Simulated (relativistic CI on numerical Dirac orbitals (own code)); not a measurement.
# V³⁺: resonant inelastic scattering at the M2,3 edge

Computed with this model: Dirac-Coulomb-Breit CI, orbitals from a KLI potential per configuration, QED by a radiative potential, valence Slater integrals scaled by 0.8, Kramers-Heisenberg scattering through one core-hole configuration in a parametric crystal field; configurations [Ar] 3d2 → [Ne] 3s2 3p5 3d3; 80 K; core-hole width 0.48 eV; summed over polarisations. Incident energies are the highest absorption maxima for each field (at most a few, so the weaker spin-orbit partner edge can be absent), on the computed scale of the free ion. Intensities are in per cent of the strongest line above 0.02 eV; levels within 1 cm⁻¹ are merged; final levels count from the ground level, the first row holds all elastic scattering, lines under 0.4 are left out and each table stops after 24 rows. The scale of the Slater integrals is a model choice and moves the terms in proportion.

Field parameters in Wybourne normalisation: D4h B²₀ = −7Ds, B⁴₀ = 21(Dq − Dt), B⁴₄ = 21√(5/14) Dq. The field is a parameter set, without covalency.

S is read from ⟨S²⟩ = S(S + 1).

D4h, 10Dq = 25500, Ds = -1500, Dt = 260 cm⁻¹:

```tsv
Final level (eV)	Degeneracy	Irrep	S	48.8 eV	53.3 eV	53.9 eV
0.000	1	B1	1.00	102.8	94.2	254.8
0.000	1	B2	1.00	4.0	3.5	17.9
0.016	2	E	1.00	2.4	3.2	14.7
0.030	1	A1	1.00	12.7	22.7	29.9
0.032	1	A2	1.00	12.2	22.2	29.6
0.678	1	A1	1.00	2.0	1.1	7.0
0.679	2	E	1.00	14.5	11.4	47.2
1.113	1	A1	0.00	0.1	0.1	1.2
1.507	2	E	0.00	0.3	1.1	1.3
2.207	1	B2	0.00	0.2	1.4	1.7
2.243	1	B1	0.00	0.2	0.3	0.6
2.809	1	B1	1.00	2.1	3.4	9.0
2.809	2	E	1.00	13.3	24.1	50.8
3.048	1	B1	1.00	13.6	21.4	12.1
3.048	1	B2	1.00	12.7	26.2	11.3
3.055	2	E	1.00	3.1	8.1	6.3
3.062	2	A1+A2	1.00	6.1	22.0	3.9
3.660	1	A1	0.99	0.4	4.1	0.8
3.661	2	E	1.00	1.6	18.5	6.7
4.312	1	A2	0.00	0.0	0.1	0.6
4.527	1	B2	0.01	0.4	1.1	0.9
4.709	2	E	0.02	0.2	0.5	0.2
4.787	1	A1	1.00	1.0	22.2	12.6
4.788	1	A2	1.00	1.1	26.2	13.5
```

D4h, 10Dq = 25500, Ds = -860, Dt = 260 cm⁻¹:

```
Final level (eV)  Degeneracy  Irrep     S  48.7 eV  53.8 eV  57.6 eV
           0.000           1     B1  1.00     98.5    236.8     15.2
           0.000           1     B2  1.00      2.8     23.8      0.6
           0.015           2      E  1.00      2.9     12.8      0.1
           0.030           1     A1  1.00     12.0     44.8      5.6
           0.032           1     A2  1.00     11.5     43.6      5.4
           0.465           3   A1+E  1.00     17.9     42.8      7.9
           1.284           1     A1  0.00      0.1      0.8      0.0
           1.510           2      E  0.00      0.3      0.8      0.2
           1.978           1     B2  0.00      0.3      1.4      0.2
           2.010           1     B1  0.00      0.2      0.5      0.0
           2.734           1     B1  1.00      2.5      5.9      1.9
           2.734           2      E  1.00     14.0     42.1     14.8
           3.001           2  B1+B2  1.00     23.2     34.5     12.5
           3.008           2      E  1.00      2.7      8.6      2.6
           3.015           2  A1+A2  1.00      6.4      9.1     10.3
           3.883           1     A1  1.00      0.2      1.8      2.6
           3.883           2      E  1.00      1.2     12.9     26.3
           4.447           1     B2  0.05      0.5      0.6      0.7
           4.530           1     A2  0.97      1.0      8.6     16.7
           4.531           1     A1  1.00      1.0      8.4     18.4
           4.539           2      E  1.00      0.4     11.5      8.4
           4.548           1     B1  1.00      0.3     36.8     19.2
           4.551           1     B2  0.98      0.3     32.6     17.8
           4.556           1     A2  0.08      0.1      0.7      1.1
```

For the first field the strongest loss at the lowest incident energy is the level at 0.68 eV (S = 1.00, against 1.00 in the thermal ground state).
